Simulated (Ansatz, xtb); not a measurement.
**Relative energy of two structures of F2GeP2**

Structure I: a singlet given by its coordinates. Structure II: a singlet given by its coordinates. Both are isolated molecules in the gas phase, relaxed with r2SCAN-D4/def2-SVP.

I (Å):

```xyz
5

F     0.7876   -0.1709   -1.3436
F    -0.8954    1.6468   -0.0412
Ge    0.4378    0.7212    0.6254
P     0.0032   -1.7484   -1.0376
P    -0.7866   -1.4867    0.7711
```

Close contacts (Å): F1–Ge3 2.19, F1–P4 1.79, F2–Ge3 1.75, Ge3–P5 2.53, P4–P5 1.99.

II (Å):

```tsv
atom	x (Å)	y (Å)	z (Å)
F	-3.2772	-1.3510	2.6904
F	0.4170	1.8314	-0.5080
Ge	-3.1725	0.0346	1.6112
P	-1.0487	1.4485	0.0900
P	-0.7861	-0.1794	1.2707
```

Close contacts (Å): F1–Ge3 1.76, F2–P4 1.63, Ge3–P5 2.42, P4–P5 2.03.

**Question.** Which of the two would you expect CCSD(T)/def2-SVP + ΔMP2/def2-TZVPP electronic energies to favour?

**Answer.** Not settled: CCSD(T)/def2-SVP + ΔMP2/def2-TZVPP gives E(II) − E(I) = −1.65 kcal/mol, but this leans on the basis-set step: CCSD(T) alone gives +4.27 kcal/mol.

How the difference moves with the method:

| level | geometry | E(II) − E(I) (kcal/mol) | departure from the last row (kcal/mol) | job, with rough time for the two |
| --- | --- | --- | --- | --- |
| r2SCAN-D4/def2-SVP | r2SCAN-D4/def2-SVP | +3.71 | +5.36 | optimisation, 3 min |
| HF/def2-SVP | r2SCAN-D4/def2-SVP | +1.31 | +2.97 | part of the CCSD(T) run |
| MP2/def2-SVP | r2SCAN-D4/def2-SVP | +3.80 | +5.46 | part of the CCSD(T) run |
| CCSD(T)/def2-SVP | r2SCAN-D4/def2-SVP | +4.27 | +5.92 | single point |
| CCSD(T)/def2-SVP + ΔMP2/def2-TZVPP | r2SCAN-D4/def2-SVP | −1.65 |  | single point, 1.7 min |

r2SCAN-D4/def2-SVP, HF/def2-SVP, MP2/def2-SVP, CCSD(T)/def2-SVP put the two in the other order. The largest departure from CCSD(T)/def2-SVP + ΔMP2/def2-TZVPP is that of CCSD(T)/def2-SVP, 5.92 kcal/mol. Levels run at GFN2-xTB geometries aren't shown. The last row adds to CCSD(T) the change of the MP2 difference between the two basis sets, here −5.92 kcal/mol, a large step that makes the value less sure.

With harmonic frequencies from r2SCAN-D4/def2-SVP (ideal gas, rigid rotor, one conformer each, 298.15 K, 1 atm): on the last row, ΔE + ΔZPE = −1.43 kcal/mol. A mode under 50 cm⁻¹ makes harmonic enthalpies and free energies unreliable, so none is given.

The correlated steps freeze 21 core orbitals; the filled d shell of Ge is correlated, in a basis made for valence electrons. Run with Ansatz 0.2.0; the last row on 1 thread of AMD EPYC (Zen 3) on a shared host.
